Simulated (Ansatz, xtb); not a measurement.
# C3H10ClPSi2: which of two isomers lies lower

Structure a is `C[Si@@]1(Cl)CC[SiH2]P1`, a singlet and structure b is `C=CC[Si@@H](Cl)P[SiH3]`, a singlet. Both are isolated molecules in the gas phase, relaxed with PBE-D3(BJ)/def2-SVP, each in the lowest conformer that the search found.

Task: Estimate which is lower in electronic energy at CCSD(T)/def2-SVP + ΔMP2/def2-TZVPP, and by roughly how much.

Result: The CCSD(T)/def2-SVP + ΔMP2/def2-TZVPP calculation puts structure a lower, by 1.556 eV.

Level by level:

```csv
level,geometry,E(b) − E(a) (eV),departure from the last row (eV),"job, with rough time for the two"
GFN2-xTB,GFN2-xTB,+0.557,−1.000,"optimisation, 0.36 s"
HF/STO-3G,GFN2-xTB,+2.784,+1.227,"single point, 0.6 s"
r2SCAN-D4/def2-SVP,GFN2-xTB,+1.668,+0.111,"single point, 6.1 s"
PBE-D3(BJ)/def2-SVP,PBE-D3(BJ)/def2-SVP,+1.612,+0.056,"optimisation, 65 s"
HF/def2-SVP,PBE-D3(BJ)/def2-SVP,+1.363,−0.194,part of the CCSD(T) run
MP2/def2-SVP,PBE-D3(BJ)/def2-SVP,+1.613,+0.057,part of the CCSD(T) run
CCSD(T)/def2-SVP,PBE-D3(BJ)/def2-SVP,+1.445,−0.112,single point
CCSD(T)/def2-SVP + ΔMP2/def2-TZVPP,PBE-D3(BJ)/def2-SVP,+1.556,,"single point, 2 min"
```

As drawn, b has 1 C=C, 2 Si–H in place of 2 C–Si, 2 C–H. Structure a has a 5-membered ring, b no ring.

None of the levels shown reverses the order. The largest departure from CCSD(T)/def2-SVP + ΔMP2/def2-TZVPP is that of HF/STO-3G, 1.227 eV. The last row adds to CCSD(T) the change of the MP2 difference between the two basis sets, here +0.112 eV.

With thermal terms from frequencies at re-optimised GFN2-xTB minima (ideal gas, soft modes damped towards free rotors, one conformer each, 298.15 K, 1 atm): the zero-point term adds −0.197 eV; ΔH is +1.389 and ΔG +1.299 eV.

The correlated steps freeze 23 core orbitals. Run with Ansatz 0.2.0, xtb 6.7.1; the last row on 4 threads of Arm Neoverse V1 on a shared host.
